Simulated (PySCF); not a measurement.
PySCF input for ReO₃, SMILES [O]=[Re](=[O])=[O] (connectivity only; charge and spin as stated), neutral, multiplicity 2, B3LYP-D3(BJ)/def2-TZVP. Geometry optimised at B3LYP-D3(BJ)/def2-TZVP. The spin state was assumed, not searched. The isomer is the one that the SMILES or the coordinates give; other isomers of the formula were not compared. The def2 effective core potentials stand for the cores of Re; spin–orbit coupling is left out.

```python
import numpy as np
from pyscf import gto, scf, dft
from pyscf.hessian import thermo

mol = gto.M(
    atom='''
    Re   -0.00000000    0.00000000    0.09215734
    O     1.44272281    0.83295640   -0.28799168
    O     0.00000001   -1.66591281   -0.28799168
    O    -1.44272281    0.83295640   -0.28799168
    ''',
    basis='def2-TZVP',
    ecp={'Re': 'def2-tzvp'},
    charge=0,
    spin=1,
    max_memory=1600,
    verbose=3,
)
mf = dft.UKS(mol, xc='b3lyp').density_fit(auxbasis='def2-universal-jkfit')
mf.disp = 'd3bj'
mf.grids.level = 3
mf.conv_tol = 1e-11
mf.max_cycle = 100
mf.kernel()
fine, coarse = mf.grids, dft.Grids(mol).set(level=1).build(with_non0tab=True)
for _ in range(3):  # follow internal instabilities
    mf.grids = coarse
    mo, _, stable, _ = mf.stability(return_status=True, nroots=4)
    mf.grids = fine
    if stable:
        break
    mf.kernel(mf.make_rdm1(mo, mf.mo_occ))

# [left out here: the lines that compute and print the analytic Hessian (its translational invariance restored by hand, since the grid's response is missing), thermochemistry and intensities]
```

Log of the run:

```

WARN: HOMO -0.350749139121 >= LUMO -0.350749139120985


WARN: HOMO -0.149712058669685 >= LUMO -0.149338473556877

converged SCF energy = -304.164011740772  <S^2> = 0.75404524  2S+1 = 2.0040412
<class 'pyscf.df.df_jk.DFUKS'> wavefunction is stable in the internal stability analysis

WARN: DFTD3 does not support analytical Hessian, using finite difference


WARN: Mole.unit (angstrom) is changed to Bohr

Mode                                 0                   1                   2
Irrep
Freq [cm^-1]                      186.5286            320.7243            320.7570
Reduced mass [au]                  19.3433             17.1060             17.1061
Force const [Dyne/A]                0.3965              1.0367              1.0369
Char temp [K]                     268.3731            461.4508            461.4979
Normal mode                   x     y     z       x     y     z       x     y     z
       0  Re                 0.00 -0.00 -0.03   -0.02  0.01 -0.00    0.01  0.02 -0.00
       1   O                 0.03  0.02  0.12    0.08 -0.16 -0.01    0.06 -0.04  0.03
       2   O                -0.00 -0.04  0.12    0.15  0.02 -0.02   -0.12  0.03 -0.03
       3   O                -0.03  0.02  0.12   -0.05 -0.01  0.03   -0.09 -0.17 -0.01
Mode                                 3                   4                   5
Irrep
Freq [cm^-1]                      993.0257            993.0353           1037.7692
Reduced mass [au]                  17.9419             17.9418             16.2334
Force const [Dyne/A]               10.4241             10.4243             10.3005
Char temp [K]                    1428.7429           1428.7567           1493.1189
Normal mode                   x     y     z       x     y     z       x     y     z
       0  Re                 0.01 -0.02 -0.00   -0.02 -0.01  0.00    0.00  0.00  0.01
       1   O                 0.04  0.03 -0.01    0.16  0.09 -0.04    0.12  0.07 -0.04
       2   O                -0.00  0.18  0.04    0.01  0.05  0.01   -0.00 -0.14 -0.04
       3   O                -0.11  0.07 -0.03    0.12 -0.06  0.03   -0.12  0.07 -0.04
temperature 298.1500 [K]
pressure 101325.00 [Pa]
Rotational constants [GHz] 7.00777 7.00777 3.79401
Symmetry number 3
Zero-point energy (ZPE) 0.00878 [Eh]   23039.120 [J/mol]
                           tot       elec      trans        rot        vib
Entropy [J/mol/K]       299.390      5.763    176.794     95.296     21.537
Cv [J/mol/K]             51.024      0.000     12.472     12.472     26.081
Cp [J/mol/K]             59.339      0.000     20.786     12.472     26.081
Internal energy [J/mol]                      3718.434   3718.434  26923.227
Internal energy [Eh]   -304.15092  -304.16401
Enthalpy [J/mol]                             6197.391   3718.434  26923.227
Enthalpy [Eh]          -304.14998
Gibbs free energy [J/mol]                  -46513.670 -24694.081  20502.032
Gibbs free energy [Eh] -304.18398
mode   freq/cm-1   IR/(km/mol)
   1      186.53        19.368
   2      320.72         1.703
   3      320.76         1.704
   4      993.03       163.536
   5      993.04       163.495
   6     1037.77         6.948
max |gradient| / (hartree/bohr): 0.00010847979765374148
APT charges: [ 1.7674 -0.5891 -0.5893 -0.5891]
```

The run converged.
